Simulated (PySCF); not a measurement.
A geometry optimisation, step by step.

TeBr2Me2, C₂H₆Br₂Te.
Bonds: Te1–Br2, Te1–Br3, Te1–C4, Te1–C8. Hydrogens: H5, H6, H7 on C4; H9, H10, H11 on C8.

Method: PBE0-D3(BJ)/def2-SVP geometry optimisation, gas phase, def2 core potentials past Kr (PySCF 2.14.0); density fitting, grid level 1; the optimiser is geomeTRIC in internal coordinates, started from a GFN2-xTB structure with every atom displaced at random (about 0.03 Å). The frame can shift and turn from step to step; on so coarse a grid that alone can change the energy by a few meV, and forces under 0.02 eV/Å are noise.

Step 0: E = -149521.5887 eV, largest atomic force 4.523 eV/Å
```
atom  x, y, z in Å  |  force x, y, z in eV/Å
Te1    -0.661   -1.019    0.023    0.074   1.655  -0.562
Br2    -0.583   -0.845    2.611    0.108  -0.029   0.701
Br3    -0.745   -0.807   -2.624    0.056  -0.085  -0.193
C4      1.505   -0.779   -0.102   -1.877  -1.325  -0.692
H5      1.775   -1.687   -0.633    0.546  -0.214  -0.088
H6      1.818   -0.712    0.897    0.764  -0.038   1.691
H7      1.689    0.092   -0.668    0.258   1.251  -0.922
C8     -1.076    1.171    0.072   -3.160  -2.061   2.495
H9     -2.085    1.313    0.637    1.483  -0.507  -0.975
H10    -1.166    1.562   -0.883    0.084   0.686  -2.386
H11    -0.371    1.626    0.700    1.666   0.666   0.931
```

Step 1: E = -149521.9901 eV, largest atomic force 0.704 eV/Å
```
atom  x, y, z in Å  |  force x, y, z in eV/Å
Te1    -0.691   -0.931    0.027    0.159  -0.608  -0.122
Br2    -0.552   -0.810    2.709    0.044  -0.001  -0.153
Br3    -0.775   -0.723   -2.649    0.056  -0.122   0.069
C4      1.446   -0.771   -0.105   -0.357  -0.057   0.004
H5      1.774   -1.668   -0.641    0.147   0.013   0.014
H6      1.810   -0.721    0.928    0.090  -0.013  -0.048
H7      1.651    0.134   -0.689    0.067  -0.023  -0.001
C8     -1.083    1.121    0.083   -0.284   0.533   0.362
H9     -2.043    1.229    0.603   -0.062   0.077  -0.017
H10    -1.140    1.488   -0.949    0.152   0.067   0.090
H11    -0.300    1.565    0.712   -0.013   0.133  -0.198
```

Step 2: E = -149522.0213 eV, largest atomic force 0.427 eV/Å
```
atom  x, y, z in Å  |  force x, y, z in eV/Å
Te1    -0.681   -0.955    0.012   -0.153   0.397   0.033
Br2    -0.525   -0.807    2.682    0.041  -0.045  -0.039
Br3    -0.748   -0.790   -2.659    0.035  -0.021   0.081
C4      1.447   -0.798   -0.118   -0.009   0.113   0.051
H5      1.806   -1.690   -0.647   -0.009   0.009   0.001
H6      1.827   -0.744    0.914   -0.022   0.013  -0.145
H7      1.661    0.107   -0.706    0.026  -0.101   0.068
C8     -1.118    1.161    0.113    0.239  -0.152  -0.089
H9     -2.079    1.263    0.623   -0.178  -0.062   0.062
H10    -1.159    1.545   -0.918    0.079  -0.066   0.143
H11    -0.334    1.622    0.735   -0.051  -0.085  -0.167
```

Step 3: E = -149522.0315 eV, largest atomic force 0.121 eV/Å
```
atom  x, y, z in Å  |  force x, y, z in eV/Å
Te1    -0.690   -0.943    0.019   -0.060   0.102   0.028
Br2    -0.505   -0.819    2.681    0.021  -0.015   0.024
Br3    -0.756   -0.781   -2.642    0.024  -0.024  -0.032
C4      1.438   -0.791   -0.118   -0.005   0.022  -0.002
H5      1.792   -1.683   -0.648   -0.007  -0.004  -0.003
H6      1.824   -0.737    0.907   -0.001   0.006  -0.029
H7      1.660    0.109   -0.705    0.009  -0.015   0.002
C8     -1.114    1.156    0.112   -0.030  -0.052   0.058
H9     -2.081    1.259    0.622    0.035  -0.013  -0.037
H10    -1.147    1.531   -0.918    0.020  -0.002   0.029
H11    -0.324    1.614    0.721   -0.005  -0.004  -0.040
```

Step 4: E = -149522.0330 eV, largest atomic force 0.022 eV/Å
```
atom  x, y, z in Å  |  force x, y, z in eV/Å
Te1    -0.694   -0.937    0.026   -0.018  -0.011   0.004
Br2    -0.496   -0.820    2.689    0.017  -0.007  -0.004
Br3    -0.754   -0.789   -2.640    0.010  -0.014  -0.002
C4      1.433   -0.789   -0.125    0.005  -0.002  -0.007
H5      1.781   -1.684   -0.654   -0.010  -0.005   0.000
H6      1.828   -0.733    0.896    0.006   0.002   0.012
H7      1.657    0.107   -0.716   -0.006   0.005  -0.013
C8     -1.113    1.155    0.118   -0.002  -0.002   0.020
H9     -2.080    1.261    0.625   -0.005   0.010  -0.005
H10    -1.141    1.529   -0.912   -0.003   0.013  -0.013
H11    -0.322    1.614    0.722    0.007   0.012   0.008
```

Step 5: E = -149522.0335 eV, largest atomic force 0.022 eV/Å
```
atom  x, y, z in Å  |  force x, y, z in eV/Å
Te1    -0.696   -0.934    0.032   -0.013  -0.016   0.000
Br2    -0.478   -0.825    2.693    0.004   0.003  -0.003
Br3    -0.757   -0.797   -2.636    0.001  -0.007   0.003
C4      1.429   -0.789   -0.129    0.020  -0.003  -0.008
H5      1.772   -1.688   -0.657   -0.004  -0.002   0.001
H6      1.830   -0.730    0.890    0.001   0.001   0.007
H7      1.652    0.104   -0.724   -0.007   0.001  -0.012
C8     -1.113    1.158    0.121    0.008   0.005   0.005
H9     -2.080    1.266    0.627   -0.004   0.010   0.001
H10    -1.140    1.532   -0.908   -0.009   0.003  -0.013
H11    -0.320    1.618    0.722    0.003   0.005   0.019
```

Step 6: E = -149522.0338 eV, largest atomic force 0.022 eV/Å
```
atom  x, y, z in Å  |  force x, y, z in eV/Å
Te1    -0.700   -0.932    0.038    0.013  -0.012  -0.002
Br2    -0.466   -0.821    2.697    0.002   0.005   0.002
Br3    -0.761   -0.809   -2.631   -0.012   0.005   0.002
C4      1.426   -0.791   -0.137    0.004  -0.001   0.005
H5      1.762   -1.694   -0.662   -0.001  -0.002   0.002
H6      1.835   -0.727    0.878   -0.002   0.001   0.000
H7      1.645    0.097   -0.741   -0.007  -0.004  -0.005
C8     -1.111    1.162    0.128    0.007   0.014  -0.016
H9     -2.079    1.274    0.633    0.006   0.002   0.001
H10    -1.137    1.536   -0.902   -0.005  -0.002  -0.003
H11    -0.317    1.621    0.729   -0.004  -0.005   0.012
```

Task: Summarise the path.

Result: The energy falls by 42.94 kJ/mol from step 0 to step 6; nine tenths of that is first reached at step 1. It falls at every step. The largest force goes from 4.523 to 0.022 eV/Å. Among the bonds Te1–C8 changes most, from 2.229 to 2.136 Å; the atoms move by 0.062 Å rms after alignment.

Task: Follow the three bonds and two angles with the largest change from start to end.

Result: 
```
step  E above end (kJ/mol)  largest force (eV/Å)  Te1–C8 (Å)  Te1–Br2 (Å)  C8–H9 (Å)  Te1–C4–H5 (°)  H9–C8–H11 (°)
   0                 42.94                 4.523       2.229        2.594      1.165          100.5          103.9
   1                  4.22                 0.704       2.090        2.688      1.097          105.5          108.2
   2                  1.20                 0.427       2.163        2.678      1.092          107.1          108.9
   3                  0.22                 0.121       2.143        2.671      1.099          107.1          109.6
   4                  0.07                 0.022       2.135        2.673      1.097          107.1          110.0
   5                  0.02                 0.022       2.136        2.672      1.097          106.9          110.1
   6                  0.00                 0.022       2.136        2.671      1.097          106.8          110.1
```

What follows is the cost of the whole optimisation. The run took 59 s on an AMD EPYC 9R45 with one thread, no GPU, shared host, and the process peaked at 0.66 GiB of memory.
